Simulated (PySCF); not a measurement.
Al(F)(H)(SiH3) (AlFH4Si), SMILES [F][AlH][SiH3]. Coordinates come from a B3LYP-D3(BJ)/def2-TZVP optimisation.

TDA-LC-ωPBE/def2-SVPD (PySCF 2.14.0) puts the lowest singlet excitations at 5.07, 6.86, 7.45, 7.80, 8.08, 8.13 eV.

What are the lowest excitation roots from ADC(2)/aug-cc-pVDZ (PySCF 2.14.0)? (The exact figures need the calculation; the answer reports its results.)

5.02, 6.78, 6.99, 7.72, 7.80, 7.97 eV. S1 differs by -0.05 eV (second minus first; roots are paired by order, and the bases may differ).
